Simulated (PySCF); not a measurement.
In(OH)(SiH3)2, H₇InOSi₂, SMILES [OH][In]([SiH3])[SiH3], CAM-B3LYP/def2-SVP optimised geometry.

```
11

In    -0.19     0.55     0.00
O     -0.79     2.46     0.00
H     -1.74     2.62     0.00
Si     2.39     0.55     0.00
H      2.90     1.26    -1.21
H      2.95    -0.83     0.00
H      2.90     1.26     1.21
Si    -2.05    -1.24     0.00
H     -1.49    -2.62    -0.05
H     -2.95    -1.06    -1.17
H     -2.88    -1.12     1.24
```

Density from CAM-B3LYP/def2-TZVP, def2 effective core potentials past Kr (PySCF 2.14.0) at that geometry. The core electrons that the potentials of In replace are not part of the density.

Minimum of the electron density along straight lines between bonded atoms, close to the bond critical point (lines longer than 1.1 times the sum of covalent radii, or with two minima, are not listed):

| bond | length / Å | ρ at the minimum / e bohr⁻³ | ∇²ρ there / e bohr⁻⁵ | position (fraction from the first atom) |
|---|---|---|---|---|
| In1–O2 | 2.005 | [?] | 0.49 | 0.52 |
| O2–H3 | 0.964 | [?] | [?] | 0.80 |
| In1–Si4 | 2.576 | 0.071 | -0.03 | 0.50 |
| Si4–H5 | 1.490 | 0.119 | 0.15 | 0.49 |
| Si4–H6 | 1.491 | 0.119 | 0.15 | 0.49 |
| Si4–H7 | 1.490 | 0.119 | 0.15 | 0.49 |
| In1–Si8 | 2.587 | 0.069 | -0.03 | 0.50 |
| Si8–H9 | 1.490 | 0.119 | 0.15 | 0.49 |
| Si8–H10 | 1.492 | 0.119 | 0.15 | 0.49 |
| Si8–H11 | 1.492 | 0.119 | 0.15 | 0.49 |

Question: Some entries are withheld; supply them.

Answer: 
- In1–O2, ρ at the minimum / e bohr⁻³: 0.108
- O2–H3, ρ at the minimum / e bohr⁻³: 0.355
- O2–H3, ∇²ρ there / e bohr⁻⁵: -2.33
